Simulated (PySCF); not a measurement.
System: sum formula H4BSiO3, net charge -1, singlet state. It need not be the lowest isomer of its formula. Whether it binds its extra electron was not tested at this geometry. 
Coordinates optimised at B3LYP-D3(BJ)/def2-TZVP (Ansatz):
SMILES: [SiH3]OB([O-])O
```xyz
9

O     -0.4858    -0.0332     1.0761
B     -0.7923    -0.1956    -0.2161
O     -2.0403    -0.5184    -0.7610
O      0.3248     0.0006    -1.0212
Si     1.3177     0.3251     0.3555
H     -2.6556    -0.6057    -0.0272
H      2.5916     0.5550    -0.4765
H      1.3168     1.6612     1.0409
H      1.8706    -0.7746     1.2157
```
Charge -1, spin multiplicity 1.

Dispersion corrections to the total energy (kcal/mol) from the dftd3 and dftd4 libraries through PySCF: D3(BJ) without and D4 with the three-body term, each with the damping fitted for the functional named.

| functional | D3(BJ) | D4 |
|---|---|---|
| HSE06 | [?] | -3.64 |
| BLYP | -8.15 | -10.57 |
| TPSS | [?] | -6.37 |
| BP86 | -6.10 | -6.21 |
| PW6B95 | -1.95 | -4.23 |
| r2SCAN | -1.01 | [?] |
| B2GP-PLYP | -2.73 | -1.95 |

### Question
Fill in the missing entries.

### Answer

- HSE06, D3(BJ): -2.48
- TPSS, D3(BJ): -4.74
- r2SCAN, D4: -1.13
